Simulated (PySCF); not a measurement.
**Radial density of Se²⁺ (selenium, charge +2)**

TPSS, [Ar] 3d10 4s2 4p2, high-spin 3P determinant. All numbers are calculated (PySCF 2.14, scalar relativity by spin-free X2C-1e, in Sapporo-DKH3-DZP-2012 (6s5p3d1f, 43 functions)).

```json
{"r (bohr)": "0.000843", "4πr²ρ (e/bohr)": "0.4105", "4πr²(ρα − ρβ)": "0.0000"}
{"r (bohr)": "0.00142", "4πr²ρ (e/bohr)": "1.005", "4πr²(ρα − ρβ)": "0.0000"}
{"r (bohr)": "0.00238", "4πr²ρ (e/bohr)": "2.413", "4πr²(ρα − ρβ)": "-0.0001"}
{"r (bohr)": "0.00401", "4πr²ρ (e/bohr)": "5.526", "4πr²(ρα − ρβ)": "-0.0001"}
{"r (bohr)": "0.00674", "4πr²ρ (e/bohr)": "11.92", "4πr²(ρα − ρβ)": "-0.0002"}
{"r (bohr)": "0.0113", "4πr²ρ (e/bohr)": "22.94", "4πr²(ρα − ρβ)": "0.0000"}
{"r (bohr)": "0.0191", "4πr²ρ (e/bohr)": "36.23", "4πr²(ρα − ρβ)": "0.0020"}
{"r (bohr)": "0.0321", "4πr²ρ (e/bohr)": "42.01", "4πr²(ρα − ρβ)": "0.0124"}
{"r (bohr)": "0.0540", "4πr²ρ (e/bohr)": "35.29", "4πr²(ρα − ρβ)": "0.0458"}
{"r (bohr)": "0.0908", "4πr²ρ (e/bohr)": "39.68", "4πr²(ρα − ρβ)": "0.0916"}
{"r (bohr)": "0.153", "4πr²ρ (e/bohr)": "48.75", "4πr²(ρα − ρβ)": "0.0400"}
{"r (bohr)": "0.257", "4πr²ρ (e/bohr)": "28.06", "4πr²(ρα − ρβ)": "0.0187"}
{"r (bohr)": "0.432", "4πr²ρ (e/bohr)": "32.43", "4πr²(ρα − ρβ)": "0.2226"}
{"r (bohr)": "0.727", "4πr²ρ (e/bohr)": "19.66", "4πr²(ρα − ρβ)": "-0.0078"}
{"r (bohr)": "1.22", "4πr²ρ (e/bohr)": "4.621", "4πr²(ρα − ρβ)": "0.7704"}
{"r (bohr)": "2.06", "4πr²ρ (e/bohr)": "2.095", "4πr²(ρα − ρβ)": "1.0914"}
{"r (bohr)": "3.46", "4πr²ρ (e/bohr)": "0.2116", "4πr²(ρα − ρβ)": "0.1604"}
{"r (bohr)": "5.82", "4πr²ρ (e/bohr)": "0.0004271", "4πr²(ρα − ρβ)": "0.0002"}
```

Densities and radii are taken from the X2C orbitals without a picture-change correction, which distorts them close to the nucleus.

(1) Where is the radial spin density 4πr²(ρα − ρβ) most negative, and why is it negative at all?

## Answers

(1) Around r = 0.727 bohr, down to -0.0078 e/bohr: exchange with the open shell polarises the paired shells in an unrestricted calculation.
